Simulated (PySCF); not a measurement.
# Vibration and rotation of NiS

ROHF-MP2 constants of NiS, ³Σ⁻ (triplet), unpaired electrons π ↑↑ (basis Ni x2c-TZVPPall, S x2c-TZVPPall; spin-free X2C with a Gaussian nucleus; PySCF 2.14; masses 57.9353 and 31.9721 u):

| Quantity | Value |
| --- | --- |
| ωe | 500.2 cm⁻¹ |
| ωexe | 1.43 cm⁻¹ |
| Be | 0.22069 cm⁻¹ |
| αe | 0.000836 cm⁻¹ |

(1) What force constant and bond length do these constants imply?

(2) Estimate the centrifugal constant D from the Kratzer relation and find the Dunham coefficient a1.

Correlated steps freeze 10 core orbitals. With d or f electrons several states lie close, and the lowest PBE0 determinant need not be the measured ground state.

Results:

(1) Reduced mass μred = 20.602 u; k = 5.8918×10⁻⁷·μred·ωe² (u, cm⁻¹, mdyn/Å) = 3.04 mdyn/Å; Re = √(16.8576/(μred·Be)) (u, cm⁻¹, Å) = 1.926 Å.

(2) D = 4Be³/ωe² = 1.72e-07 cm⁻¹; a1 = −1 − αeωe/(6Be²) = -2.43.
